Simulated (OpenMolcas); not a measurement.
**Lines of O: computed and rescaled rates**

| Quantity | Value |
| --- | --- |
| Program | OpenMolcas 26.06 |
| Method | SS-CASPT2, IPEA 0.25 Eh, imaginary shift 0.1 Eh (closed shells correlated: 1s 2s) |
| Basis | ANO-R3 [4s4p2d1f] |
| Scalar Hamiltonian | X2C, finite nucleus |
| Active space | 4 electrons in 3 orbitals (2p) |
| State averaging | 2S+1 = 3 even, 3 roots; 2S+1 = 1 even, 6 roots |
| Spin-orbit coupling | state interaction with AMFI integrals over the reference wave functions, term energies averaged over their components |

Rates come from the transition moments of the reference wave functions (E1 and E2 in the length form). At fixed line strength A goes as λ^-3 for E1 and M1 and as λ^-5 for E2, so a rate at the computed wavelength can be rescaled to the measured one. Measured vacuum wavelengths follow from level energies in NIST Handbook of Basic Atomic Spectroscopic Data. Branching counts decays inside the model space alone, at computed energies, and the table is only a selection of the E2 and M1 lines, drawn from those between levels with measured partners whose computed energy lies within a factor of 1.5 of the measured one.

```csv
Upper,Lower,Type,λ computed (nm),λ measured (nm),A computed (s-1),A rescaled (s-1),Branching %
2s² 2p⁴ ¹S₀,2s² 2p⁴ ¹D₂,E2,507,557.9,2.22e+00,1.38e+00,96.4
2s² 2p⁴ ¹S₀,2s² 2p⁴ ³P₁,M1,283.5,297.3,8.24e-02,,3.6
2s² 2p⁴ ¹D₂,2s² 2p⁴ ³P₂,M1,636.9,630.2,6.85e-03,,75.3
2s² 2p⁴ ¹D₂,2s² 2p⁴ ³P₁,M1,643,636.6,2.22e-03,,24.4
2s² 2p⁴ ³P₁,2s² 2p⁴ ³P₂,M1,67460,63190,7.36e-05,8.96e-05,100.0
2s² 2p⁴ ³P₀,2s² 2p⁴ ³P₁,M1,137800,145500,2.07e-05,1.76e-05,100.0
```

Spin-changing lines and M1 lines between different terms are not rescaled, since their strength hangs on the term gaps too.

The largest correction is for 2s² 2p⁴ ¹S₀ → 2s² 2p⁴ ¹D₂ (E2): 2.22e+00 × (507 / 557.9)^5 = 1.38e+00 s-1, a factor of 0.62.

The computed rate and branching of 2s² 2p⁴ ³P₁ → 2s² 2p⁴ ³P₂ give the upper level a radiative lifetime of 1.000 / 7.36e-05 s-1 = 1.36e+04 s, counting decays inside the model space alone. The rescaled rate gives about 1.1e+04 s.

No measured rate stands beside these. Rescaling mends the energy factor alone: line strengths can still be far off where a level mixes with configurations outside the active space, and weak or spin-changing lines hang on small mixing coefficients that depend on the term gaps too, so rescaling need not improve them.

Term energies are means over components that CASPT2 splits; among the terms shown or strongly mixed into the levels shown the widest spread is 110 cm-1 (2s² 2p⁴ ¹D). With the s shell closed, the reference lacks s² → p² mixing. Measured partners are found by configuration, term and J. A level has none where our copy of the source lacks it or the pairing is in doubt (some pairs that miss far off the trend of their configuration count as doubtful). Only configurations of the active space appear.
